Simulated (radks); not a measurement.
Q: The mean radii <r> (bohr) of the occupied orbitals of an atom or ion are listed with their occupations. Method: scalar-relativistic Kohn-Sham, PBE, spin-polarised, spherical densities, finite nucleus; Fermi nuclear charge, rms radius of each element as measured or else 0.836 A^(1/3) + 0.57 fm; computed with a radial shooting solver on a logarithmic mesh with Libxc functionals.

| orbital | occ. | <r> |
|---|---|---|
| 1s down | 1 | 0.01687 |
| 1s up | 1 | 0.01687 |
| 2s up | 1 | 0.07114 |
| 2s down | 1 | 0.07114 |
| 2p up | 3 | 0.06424 |
| 2p down | 3 | 0.06424 |
| 3s up | 1 | 0.1839 |
| 3s down | 1 | 0.1839 |
| 3p up | 3 | 0.1851 |
| 3p down | 3 | 0.1851 |
| 3d up | 5 | 0.1677 |
| 3d down | 5 | 0.1677 |
| 4s up | 1 | 0.4071 |
| 4s down | 1 | 0.4071 |
| 4p up | 3 | 0.4335 |
| 4p down | 3 | 0.4335 |
| 4d up | 5 | 0.4584 |
| 4d down | 5 | 0.4583 |
| 5s up | 1 | 0.9268 |
| 5s down | 1 | 0.9258 |
| 4f up | 7 | 0.4987 |
| 4f down | 7 | 0.4983 |
| 5p up | 3 | 1.069 |
| 5p down | 3 | 1.068 |
| 5d up | 5 | 1.494 |
| 5d down | 4 | 1.499 |

Name the element and its charge. Open shells, if any, are filled with parallel spins first.

A: Z = 79, gold, charge +2: Au2+ in [Xe] 4f14 5d9. The 1s radius gives Z: for a bare nucleus <r> = (2 gamma + 1)/(2Z) with gamma = sqrt(1 - (Z/c)^2), 0.01667 bohr for Z = 79, and screening makes it slightly larger (0.01687 here). The occupations add up to 77, and the charge is Z minus that.
